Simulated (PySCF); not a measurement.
C₅H₅N₃S (charge +1 and doublet state).
Geometry (GFN2-xTB, Å), atoms numbered from 1 in this order:
```
atom  x, y, z in Å
N1    -0.0207    2.8543    0.0286
C2    -0.4714    1.8022   -0.0037
C3    -0.9764    0.4879   -0.0479
C4    -2.3527    0.1624   -0.0801
N5    -2.5978   -1.1213   -0.0925
S6    -1.2961   -2.0427   -0.1410
C7    -0.2041   -0.6683   -0.1070
C8     1.2600   -0.8561   -0.1080
N9     2.0378    0.1861    0.4222
H10   -3.1652    0.8689   -0.0913
H11    1.5053   -1.7953    0.4219
H12    1.5675   -1.0840   -1.1550
H13    1.6727    1.1248    0.4946
H14    3.0405    0.0808    0.4370
```

The hyperfine couplings belong to this conformer and change with its torsions.

As a line formula: `N#Cc1cnsc1C[NH2+]` [radical] (charge +1).

Computed with UKS B3LYP, pcH-1 on C H N S, non-relativistic, mean-field spin-orbit, GIAO in PySCF 2.14.0. One conformer (not necessarily the lowest) at the GFN2-xTB geometry, without solvent, vibrations or thermal averaging. Couplings are sensitive to structure, and on GFN2-xTB geometries they can be far from those on DFT ones, by a factor of two or more for some ions and for spin on atoms past the first row. Stability of the SCF solution: not tested.

Predict the first-order ENDOR lines of N9, N5, N1, H14, H13 and H10 under fast tumbling at B = 340.7 mT (X band).

ν± = |νn ± a/2|, one line for each electron-spin manifold; νn = |g_N| × 7.62259 MHz/T × B.

| nuclei | isotope | g_N | νn (MHz) | a_iso (MHz) | lower line (MHz) | upper line (MHz) |
| --- | --- | --- | --- | --- | --- | --- |
| N9 | 14N | 0.4038 | 1.05 | 28.99 | 13.45 | 15.54 |
| N5 | 14N | 0.4038 | 1.05 | 4.56 | 1.23 | 3.33 |
| N1 | 14N | 0.4038 | 1.05 | 0.51 | 0.80 | 1.30 |
| H14 | 1H | 5.5857 | 14.51 | -40.29 | 5.64 | 34.65 |
| H13 | 1H | 5.5857 | 14.51 | -38.02 | 4.50 | 33.51 |
| H10 | 1H | 5.5857 | 14.51 | -1.12 | 13.94 | 15.07 |

Which pairs are centred on the nuclear Larmor frequency, and which on half the coupling?

Centred on νn, since |a| < 2νn: N1 and H10. Centred on |a|/2 and split by 2νn: N9, N5, H14 and H13.

At what field would the lower line of N9 fall to zero frequency?

Where νn = |a|/2, that is B = 14.50 MHz/(0.4038 × 7.62259 MHz/T) = 4710 mT, as far as first order holds there.

Couplings of abundant isotopes left out: H11/H12 (262.3 MHz).

H13 and H14 aren't averaged: N9 is flat or nearly so (angle sum 357°), and its turn about the short N9–C8 bond (1.40 Å) is taken as slow.

Hardware: one thread, Intel Xeon at 2.70 GHz (x86_64), no GPU, shared host. Cost: 2.8 min (with the writing of density and orbital grids), 0.98 GiB resident at most.
